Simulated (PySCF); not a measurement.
**Radial density of Sn³⁺ (tin, charge +3)**

UHF, [Kr] 4d10 5s1, 2S determinant. Calculation: PySCF 2.14, in aug-cc-pVTZ-PP with one added diffuse shell each of d, f type with ECP28MDF (6s5p5d3f, 67 functions); a scalar-relativistic core potential. This is the valence pseudo-density: the core potential removes the inner electrons and smooths the orbitals near the nucleus.

```csv
r (bohr),4πr²ρ (e/bohr),4πr²(ρα − ρβ)
0.00444,1.365e-05,0.0000
0.00747,3.586e-05,0.0000
0.0126,8.451e-05,0.0000
0.0211,0.0001677,0.0000
0.0356,0.0003010,0.0000
0.0598,0.0005932,0.0000
0.101,0.002862,0.0000
0.169,0.03214,0.0001
0.285,0.5509,0.0034
0.479,8.014,0.0727
0.805,23.03,0.0110
1.35,8.436,0.2910
2.28,1.040,0.5652
3.83,0.05419,0.0517
6.45,0.0001067,0.0001
```

Energies and moments cover only the electrons outside the core potential.
